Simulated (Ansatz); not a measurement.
Reaction (ligand exchange at the Si–Se bond): `C[Si](C)(C)[Se][Si](Cl)(Cl)Cl` + `OBF` → `C[Si](C)(C)OBF` + `Cl[Si](Cl)(Cl)[SeH]`

Computed with Ansatz on PBE0-D4/def2-TZVP structures; ΔE is electronic, products minus reactants. CCSD(T)/CBS is the MP2 limit (def2-TZVPP, def2-QZVPP) plus CCSD(T) − MP2 in def2-TZVPP, frozen cores. This one scheme is used for every species. DFT in def2-TZVPP. For Se outer-core shells are correlated without core-valence functions, which leaves a few kJ/mol of doubt a bond. Scalar relativity is left out up to krypton. One conformer a species, not always the lowest.

`C[Si](C)(C)[Se][Si](Cl)(Cl)Cl`:

Z-matrix (Å, degrees):
```
C
Si 1 1.863
H 1 1.095 2 109.9
H 1 1.092 2 110.8 3 -119.6
H 1 1.091 2 111.3 3 119.9
C 2 1.867 1 111.0 3 64.3
C 2 1.863 1 111.8 3 -60.5
Se 2 2.330 1 108.8 3 175.9
H 6 1.092 2 111.4 1 58.7
H 6 1.092 2 111.2 1 179.5
H 6 1.094 2 109.8 1 -60.7
H 7 1.091 2 111.5 1 -175.8
H 7 1.091 2 112.1 1 -54.1
H 7 1.095 2 108.6 1 65.0
Si 8 2.227 2 101.1 1 83.6
Cl 15 2.036 8 107.7 2 -166.0
Cl 15 2.046 8 113.7 2 -46.3
Cl 15 2.042 8 113.3 2 75.2
```

`OBF`:

Z-matrix (Å, degrees):
```
B
O 1 1.344
F 1 1.332 2 120.3
H 1 1.192 2 120.1 3 -180.0
H 2 0.963 1 113.4 3 -0.0
```

`C[Si](C)(C)OBF`:

Z-matrix (Å, degrees):
```
C
Si 1 1.863
H 1 1.094 2 110.8
H 1 1.093 2 110.9 3 119.9
H 1 1.093 2 111.1 3 -119.8
C 2 1.860 1 111.5 3 62.7
C 2 1.863 1 111.4 3 -62.6
O 2 1.680 1 108.5 3 178.1
H 6 1.093 2 110.9 1 57.5
H 6 1.093 2 110.9 1 177.4
H 6 1.093 2 110.9 1 -62.5
H 7 1.093 2 111.1 1 -177.6
H 7 1.093 2 110.9 1 -57.3
H 7 1.094 2 110.8 1 62.6
B 8 1.334 2 133.9 1 60.5
F 15 1.339 8 120.4 2 -0.0
H 15 1.196 8 121.9 2 180.0
```

`Cl[Si](Cl)(Cl)[SeH]`:

Cartesian coordinates in Å:
```
Cl -0.830 -1.965 0.006
Si 0.137 -0.217 0.386
Cl 0.058 0.178 2.377
Cl 2.076 -0.470 -0.174
Se -0.830 1.537 -0.636
H -0.611 0.937 -1.960
```

```json
{"species": "`C[Si](C)(C)[Se][Si](Cl)(Cl)Cl`", "ωB97X-V energy (Eh)": "-4480.71231"}
{"species": "`OBF`", "ωB97X-V energy (Eh)": "-201.25033"}
{"species": "`C[Si](C)(C)OBF`", "ωB97X-V energy (Eh)": "-609.95063"}
{"species": "`Cl[Si](Cl)(Cl)[SeH]`", "ωB97X-V energy (Eh)": "-4072.02055"}
```

**Question.** Work out ΔE.

**Answer.** ΔE = (-609.95063) + (-4072.02055) − (-4480.71231) − (-201.25033) = -0.00854 Eh = -5.4 kcal/mol. CCSD(T)/CBS gives -4.0 kcal/mol.

Largest T1 diagnostic among the species: 0.013.

At CCSD(T), def2-SVP lies +1.0 kcal/mol from the extrapolated value and def2-TZVPP −0.8 kcal/mol. The D4 term adds +4.8 kcal/mol with B3LYP and +2.8 kcal/mol with PBE0; it sums over pairs of atoms, weighted by their polarisabilities, and B3LYP, whose exchange is more repulsive, gets the larger term.

B3LYP here is the variant with VWN-RPA as its local correlation; programs differ in this.
